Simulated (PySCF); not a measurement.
These are PBE-D3(BJ)/def2-TZVP // PBE-D3(BJ)/def2-SVP (PySCF) values and carry that method's errors. Gas-phase values, no solvent. 

Reference species (SMILES): `o1cc2c(cccc2)c1` (neutral, multiplicity 1).

* **dipole moment**: 0.22 D
* **HOMO**: -4.89 eV
* **LUMO**: -2.19 eV

Changed species: `F[Si]1(F)C=c2ccccc2=C1` (E = [Si](F)(F); the reference has E = O).

Q: What does the change do to the dipole moment, HOMO and LUMO?

A: the dipole moment increases by 3.42 D, to 3.64 D; the HOMO falls by 0.39 eV, to -5.28 eV; the LUMO falls by 1.72 eV, to -3.91 eV.
